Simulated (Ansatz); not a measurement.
System: CdTe, net charge 0, singlet state. SMILES: [Cd]=[Te]
Geometry: optimised at B3LYP-D3(BJ)/def2-TZVP (Ansatz, a program for electronic structure).

Quantity: vertical ionisation energy (to the doublet state of charge +1; each state is the SCF solution reached for its spin; for the singlet the Hartree-Fock reference is unstable and T1 is 0.022), in eV. Cores are frozen in the correlated levels unless marked. Open shells are spin-unrestricted. No spin-orbit coupling. The frozen core is the preceding noble-gas configuration, with the filled d and f shells of earlier blocks. Past Kr the def2 sets carry scalar-relativistic core potentials. Basis-set limits of correlation are two-point, X^-3; Hartree-Fock from the larger set.

```
level           program  vertical ionisation energy (eV)
--------------  -------  -------------------------------
PBE/def2-TZVPD   Ansatz                             7.71
```

Estimate the value at CCSD(T)/CBS(def2-TZVPPD,def2-QZVPPD) as computed with Ansatz.

7.79 eV, so PBE/def2-TZVPD differs from it by -0.08 eV.
